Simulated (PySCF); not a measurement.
C₅H₁₃NSi.
Geometry (GFN2-xTB, Å), atoms numbered from 1 in this order:
```xyz
20
C5H13NSi angstrom
C      2.1683    2.2428    0.6289
N      1.3922    1.5933   -0.0999
Si     1.3351   -0.0473   -0.6273
C     -0.1883   -0.8903    0.1643
C     -0.1885   -2.3683   -0.2224
C     -1.5241   -0.2612   -0.2380
C     -1.7363    1.1319    0.3382
H      1.9656    3.2946    0.8189
H      3.0655    1.8381    1.1063
H      1.1671    0.0989   -2.0735
H      2.5201   -0.8662   -0.3208
H     -0.1095   -0.8327    1.2561
H      0.7289   -2.8600    0.0929
H     -1.0274   -2.8893    0.2395
H     -0.2788   -2.4778   -1.3013
H     -2.3340   -0.9117    0.1101
H     -1.5895   -0.2176   -1.3277
H     -1.6971    1.1033    1.4256
H     -0.9657    1.8104   -0.0148
H     -2.7087    1.5198    0.0419
```

Mulliken charges (e) from the PBE0/pcSseg-1 density (PySCF), one withheld:

```csv
atom,bonded to,charge
C1,N2 H8 H9,+0.0628
N2,C1 Si3,-0.5723
Si3,N2 C4 H10 H11,+0.7893
C4,Si3 C5 C6 H12,-0.5890
C5,C4 H13 H14 H15,-0.2299
C6,C4 C7 H16 H17,-0.2382
C7,C6 H18 H19 H20,?
H8,C1,+0.1121
H9,C1,+0.0923
H10,Si3,-0.0943
H11,Si3,-0.1255
H12,C4,+0.1366
H13,C5,+0.1176
H14,C5,+0.1168
H15,C5,+0.1126
H16,C6,+0.1104
H17,C6,+0.1143
H18,C7,+0.0972
H19,C7,+0.1427
H20,C7,+0.1075
```

What is the charge on C7?

The charges add up to the total charge, 0. The others sum to +0.2630, which leaves -0.2630 e for C7 (methyl carbon); the computed value is -0.2629, the difference coming from rounding.

Add each hydrogen's charge to the atom that carries it.

C1 +0.2672, Si3 +0.5695, C4 -0.4524, C5 +0.1171, C6 -0.0135, C7 +0.0845. Atoms without hydrogen keep their charges.

Across which bond do the charges differ most?

Si3–C4: +0.7893 on Si3 against -0.5890 on C4, a difference of 1.3783 e. The lower charge is on the more electronegative element of the two (Pauling values: C 2.55, Si 1.90).

Take the bonds between elements whose Pauling electronegativities differ by more than 0.25. In how many does the more electronegative atom carry the lower charge?

In 16 of 16.

How much positive and how much negative charge does this set hold in all?

+2.1122 e on 13 atoms and -2.1121 e on 7.

The Mulliken scheme gives each basis function's population to the atom it is centred on and halves the overlap population of two atoms between them. Geometry: GFN2-xTB, one conformer, isolated molecule.

These values come from a run that also computed NMR shieldings. Time: 34 s; peak memory 0.85 GiB. Hardware: Arm Neoverse V1, one thread (shared host).
